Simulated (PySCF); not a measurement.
(ClSi)4NH6 adamantane, Cl4H6N6Si4.
Bonds: Si1–Cl2, Si1–N3, Si1–N9, Si1–N13, N3–Si4, Si4–Cl5, Si4–N6, Si4–N14, N6–Si7, Si7–Cl8, Si7–N9, Si7–N10, N10–Si11, Si11–Cl12, Si11–N13, Si11–N14. Hydrogens: H15 on N3; H16 on N6; H17 on N9; H18 on N10; H19 on N13; H20 on N14.

The closed-shell ground state was solved at several levels (PySCF, density fitting, gas phase, non-relativistic). One conformer (not necessarily the lowest) at the PBE0-D3(BJ)/def2-SVP geometry, without solvent, vibrations or thermal averaging.

| level | basis functions | HOMO (eV) | LUMO (eV) | gap (eV) | dipole (D) |
| --- | --- | --- | --- | --- | --- |
| PBE0/pcSseg-1 | 324 | -7.83 | -0.66 | 7.17 | 1.07 |
| wB97X-D/pcSseg-1 | 324 | -9.76 | 1.13 | 10.89 | 1.10 |

Task: What might PBE0/def2-SVPD (372 basis functions) give for the same quantities?

Result: HOMO -7.79 eV, LUMO -0.90 eV, gap 6.89 eV, dipole 0.92 D.

Task: Over all these levels, which gives the widest orbital gap and which the narrowest?

Result: wB97X-D/pcSseg-1 (range-separated hybrid) has the widest, 10.89 eV, and PBE0/def2-SVPD (global hybrid, 25 % exact exchange) the narrowest, 6.89 eV. Functional and basis both differ between the two, so the spread mixes both effects.

Task: How far do the dipole and the HOMO energy spread over the levels?

Result: The dipole runs from 0.92 to 1.10 D (mean 1.03 D) and the HOMO from -9.76 to -7.79 eV.
